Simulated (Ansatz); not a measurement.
Input and output for Ga6N7H20⁺, a cluster cut from zinc blende GaN (hydrogen-capped).

```yaml
crystal:
  periodic: [false, false, false]
  atoms:
    - {symbol: N, position_ang: [0.615607, -2.781614, 0.531004]}
    - {symbol: N, position_ang: [-2.297148, 2.295601, -0.873943]}
    - {symbol: N, position_ang: [0.696215, -0.695399, -1.767878]}
    - {symbol: N, position_ang: [-1.612504, -0.571450, 0.242486]}
    - {symbol: N, position_ang: [0.479765, -0.479880, 2.581186]}
    - {symbol: N, position_ang: [0.569887, 1.612669, 0.243468]}
    - {symbol: N, position_ang: [2.781761, -0.613975, 0.530803]}
    - {symbol: Ga, position_ang: [-2.804807, 0.369670, -1.125038]}
    - {symbol: Ga, position_ang: [-0.602606, -1.840600, -0.796062]}
    - {symbol: Ga, position_ang: [1.749344, -1.748287, 1.771607]}
    - {symbol: Ga, position_ang: [-0.371615, 2.806169, -1.122689]}
    - {symbol: Ga, position_ang: [1.839849, 0.604384, -0.795573]}
    - {symbol: Ga, position_ang: [-0.689663, 0.688339, 1.387120]}
    - {symbol: H, position_ang: [1.201451, -3.444770, 0.010432]}
    - {symbol: H, position_ang: [0.011462, -3.404878, 1.079512]}
    - {symbol: H, position_ang: [-2.685293, 2.682422, -0.007204]}
    - {symbol: H, position_ang: [-2.801875, 2.800340, -1.612240]}
    - {symbol: H, position_ang: [1.260334, -1.258616, -2.412568]}
    - {symbol: H, position_ang: [0.117705, -0.117723, -2.396774]}
    - {symbol: H, position_ang: [-2.298813, -1.073634, 0.816687]}
    - {symbol: H, position_ang: [-0.144707, -0.988778, 3.217517]}
    - {symbol: H, position_ang: [0.988123, 0.145386, 3.217176]}
    - {symbol: H, position_ang: [1.071702, 2.298628, 0.818415]}
    - {symbol: H, position_ang: [3.444556, -1.199674, 0.009608]}
    - {symbol: H, position_ang: [3.405424, -0.009996, 1.079050]}
    - {symbol: H, position_ang: [-2.166745, -0.035090, -2.508650]}
    - {symbol: H, position_ang: [-4.284680, 0.133259, -0.701586]}
    - {symbol: H, position_ang: [-1.311850, -2.926270, -1.645963]}
    - {symbol: H, position_ang: [2.593081, -2.591174, 2.764148]}
    - {symbol: H, position_ang: [0.034993, 2.171155, -2.507116]}
    - {symbol: H, position_ang: [-0.137630, 4.285458, -0.695782]}
    - {symbol: H, position_ang: [2.924899, 1.314827, -1.645198]}
    - {symbol: H, position_ang: [-1.576223, 1.573520, 2.314043]}
basis:
  gaussian: {orbitals: def2-SVPD, fitting: {mean_field: def2-universal-jkfit}, final_grid: {core_spheres: 5, valence_spheres: 4, degree: 11}}
total_charge: 1
hamiltonian: {xc: {name: LC-wPBE}}
output: {forces: true}
```

```sh
$ ansatz run in.yaml --threads 2 --pin off --events-out ev --progress --plain --max-ram 32768MiB --backend cuda --devices 0, --max-vram 18GiB
```

Output, abridged:

```
Functional definition: LC-wPBE
2495 factors; integrals over basis functions are off by at most 3.3e-1 eV
2495 factors; integrals over basis functions are off by at most 1.2e-4 eV
mean field evaluation 1: about -324906.6053 eV, gradient 1.3e2 eV
mean field evaluation 2: about -324903.0560 eV, gradient 1.4e2 eV
mean field evaluation 4: about -324936.4382 eV, gradient 5.5e0 eV
mean field evaluation 8: about -324936.5745 eV, gradient 1.5e-1 eV
mean field evaluation 16: about -324936.5746 eV, gradient 7.3e-4 eV
mean field -324936.57459964 eV, -11941.1988666157 hartree, gradient 4.6e-5 eV, S^2 0.000000; 0 other end points of the search recorded, 0 dependent functions left out
reference -324936.57459965 eV, -11941.1988666161 hartree; 127, 127 occupied and 401, 401 virtual orbitals, 2495 factors
Total energy: -324936.57459965 eV, -11941.1988666161 hartree
Atom 0 at     0.615607    -2.781614     0.531004 Å, force     0.124634    -0.212475     0.098061 eV/Å
Atom 1 at    -2.297148     2.295601    -0.873943 Å, force    -0.087572     0.086749     0.096664 eV/Å
Atom 2 at     0.696215    -0.695399    -1.767878 Å, force    -0.109957     0.108793    -0.116464 eV/Å
Atom 3 at    -1.612504    -0.571450     0.242486 Å, force    -0.143044     0.018074     0.089035 eV/Å
Atom 4 at     0.479765    -0.479880     2.581186 Å, force    -0.126562     0.126237     0.192560 eV/Å
Atom 5 at     0.569887     1.612669     0.243468 Å, force    -0.017418     0.141653     0.090042 eV/Å
Atom 6 at     2.781761    -0.613975     0.530803 Å, force     0.214042    -0.123841     0.098737 eV/Å
Atom 7 at    -2.804807     0.369670    -1.125038 Å, force     0.129037     0.147477     0.063077 eV/Å
Atom 8 at    -0.602606    -1.840600    -0.796062 Å, force     0.144599     0.105543     0.126957 eV/Å
Atom 9 at     1.749344    -1.748287     1.771607 Å, force    -0.095998     0.096338    -0.137357 eV/Å
Atom 10 at    -0.371615     2.806169    -1.122689 Å, force    -0.147546    -0.130295     0.062828 eV/Å
Atom 11 at     1.839849     0.604384    -0.795573 Å, force    -0.105696    -0.145442     0.127173 eV/Å
Atom 12 at    -0.689663     0.688339     1.387120 Å, force    -0.000428     0.000349    -0.132419 eV/Å
Atom 13 at     1.201451    -3.444770     0.010432 Å, force    -0.198720     0.190056     0.051462 eV/Å
Atom 14 at     0.011462    -3.404878     1.079512 Å, force     0.107850     0.183630    -0.114685 eV/Å
Atom 15 at    -2.685293     2.682422    -0.007204 Å, force     0.156805    -0.156337    -0.205930 eV/Å
Atom 16 at    -2.801875     2.800340    -1.612240 Å, force     0.143484    -0.142765     0.120648 eV/Å
Atom 17 at     1.260334    -1.258616    -2.412568 Å, force    -0.104710     0.104489     0.116543 eV/Å
Atom 18 at     0.117705    -0.117723    -2.396774 Å, force     0.174618    -0.172163     0.196619 eV/Å
Atom 19 at    -2.298813    -1.073634     0.816687 Å, force     0.230191     0.042432    -0.207191 eV/Å
Atom 20 at    -0.144707    -0.988778     3.217517 Å, force     0.206280     0.071676    -0.199102 eV/Å
Atom 21 at     0.988123     0.145386     3.217176 Å, force    -0.071216    -0.206769    -0.199082 eV/Å
Atom 22 at     1.071702     2.298628     0.818415 Å, force    -0.042769    -0.229229    -0.207450 eV/Å
Atom 23 at     3.444556    -1.199674     0.009608 Å, force    -0.189916     0.198381     0.050882 eV/Å
Atom 24 at     3.405424    -0.009996     1.079050 Å, force    -0.184767    -0.108104    -0.115225 eV/Å
Atom 25 at    -2.166745    -0.035090    -2.508650 Å, force    -0.058753     0.018476     0.091985 eV/Å
Atom 26 at    -4.284680     0.133259    -0.701586 Å, force     0.127360     0.009747    -0.043507 eV/Å
Atom 27 at    -1.311850    -2.926270    -1.645963 Å, force     0.046095     0.094237     0.057262 eV/Å
Atom 28 at     2.593081    -2.591174     2.764148 Å, force    -0.071980     0.071772    -0.077281 eV/Å
Atom 29 at     0.034993     2.171155    -2.507116 Å, force    -0.018849     0.058142     0.091923 eV/Å
Atom 30 at    -0.137630     4.285458    -0.695782 Å, force    -0.009497    -0.127082    -0.044400 eV/Å
Atom 31 at     2.924899     1.314827    -1.645198 Å, force    -0.093639    -0.045973     0.057294 eV/Å
Atom 32 at    -1.576223     1.573520     2.314043 Å, force     0.074043    -0.073774    -0.079660 eV/Å
Dipole moment:     0.971297    -0.971480     0.901713 e Å
```

It took 15 s on 2 threads of AMD EPYC 7R13 on a shared host and a share (18 GiB) of an NVIDIA H100 80GB HBM3, peak host memory 1.4 GiB.

LC-ωPBE has ω = 0.4 bohr⁻¹.

The dipole of an ion depends on the origin.
